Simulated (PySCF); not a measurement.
## Radial density of Ne²⁺ (neon, charge +2)

LC-wPBE, [He] 2s2 2p4, high-spin 3P determinant. Calculation: PySCF 2.14, in dyall-av3z (15s9p3d2f, 71 functions); the spin-free X2C one-electron Hamiltonian (Gaussian nucleus).

| r (bohr) | 4πr²ρ (e/bohr) | 4πr²(ρα − ρβ) |
| --- | --- | --- |
| 0.00203 | 0.03418 | 0.0000 |
| 0.00342 | 0.09224 | 0.0000 |
| 0.00575 | 0.2448 | 0.0000 |
| 0.00968 | 0.6309 | 0.0000 |
| 0.0163 | 1.545 | 0.0000 |
| 0.0274 | 3.469 | 0.0007 |
| 0.0461 | 6.723 | 0.0062 |
| 0.0775 | 10.18 | 0.0386 |
| 0.130 | 10.38 | 0.1923 |
| 0.219 | 6.393 | 0.7158 |
| 0.369 | 5.236 | 1.7715 |
| 0.620 | 7.103 | 2.3461 |
| 1.04 | 3.928 | 1.2073 |
| 1.75 | 0.5342 | 0.1603 |
| 2.95 | 0.009487 | 0.0026 |
| 4.96 | 1.165e-05 | 0.0000 |

Densities and radii are taken from the X2C orbitals without a picture-change correction, which distorts them close to the nucleus.
